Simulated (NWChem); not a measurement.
A series in which one site is exchanged, each optimised at B3LYP/6-31G* with NWChem, gas phase unless a solvent is named. All stand in one matching conformer (torsions within 35°), which need not be the lowest. Pople sets run with spherical d functions. This build's default masses of Se (78.918 u) and Br (79.917 u) are each other's, which moves their modes by up to 0.6 %. Shieldings are non-relativistic GIAO values without spin-orbit effects.

A: [SiH3][O][Mg][Cl] (MgSiH₃OCl; site = Cl)
B: [SiH3][O][Mg][Br] (MgSiH3OBr; site = Br)
C: [SiH3][O][Mg][F] (MgSiH3OF; site = F)
D: [MgH][O][SiH3] (MgSiH4O; site = H)

| quantity | A | B | C | D |
|---|---|---|---|---|
| orbital gap (eV), B3LYP/6-31G* | 5.95 | 5.90 | 5.96 | ___ |
| static polarisability, PBE/def2-SVPD (bohr³) | 68.6 | 78.1 | 52.0 | ___ |
| 29Si shift against tetramethylsilane, KT2/pcSseg-1 (ppm) | -40.4 | -40.9 | -41.7 | ___ |

### Question
Complete the blanks.

### Answer

- orbital gap (eV), B3LYP/6-31G*, D: 6.55
- static polarisability, PBE/def2-SVPD (bohr³), D: 61.4
- 29Si shift against tetramethylsilane, KT2/pcSseg-1 (ppm), D: -46.2
